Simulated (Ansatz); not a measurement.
Program: Ansatz. Geometries: PBE0-D4/def2-TZVP. ΔE: electronic, gas phase. CCSD(T)/CBS adds triple-zeta CCSD(T) − MP2 to the extrapolated MP2 energy (def2 sets, frozen cores). DFT in def2-TZVPP. HSE06 is defined as in plane-wave codes. One conformer a species, not always the lowest.

Consider the substitution at a C–C bond: `CCC(C)O` + `CB(N)[SiH3]` → `CNB(C)[SiH3]` + `CCCO`.

Question: Is it downhill or uphill in electronic energy at CCSD(T)/CBS, and by how much? (An estimate is asked.)

Answer: The calculation gave: Uphill: ΔE = +0.52 eV.

Question: What do these levels give: r2SCAN-D4, B97M-V, PBE0-D4, r2SCAN0-D4, HSE06-D4, PBE-QIDH, r2SCAN, CAM-B3LYP, CCSD/def2-SVP, MP2/def2-TZVPP, CCSD/def2-TZVPP, HF/def2-QZVPP? (Estimate.)

Answer: Computed: r2SCAN-D4 0.52, B97M-V 0.54, PBE0-D4 0.48, r2SCAN0-D4 0.53, HSE06-D4 0.48, PBE-QIDH 0.51, r2SCAN 0.52, CAM-B3LYP 0.48, CCSD/def2-SVP 0.48, MP2/def2-TZVPP 0.54, CCSD/def2-TZVPP 0.51, HF/def2-QZVPP 0.47 eV.

Largest T1 diagnostic among the species: 0.013.

Leaving LDA and LC-ωPBE aside and taking each functional with its dispersion term where it has one, the values, not all of them listed here, spread over 0.09 eV, from BLYP-D4 to B97M-V. LDA lies +0.06 eV from PBE without D4. From BLYP to BHLYP (50 % exact exchange), in def2-TZVPP and without D4, ΔE moves by +0.05 eV. At CCSD(T), def2-SVP lies −0.05 eV from the extrapolated value and def2-TZVPP −0.01 eV.
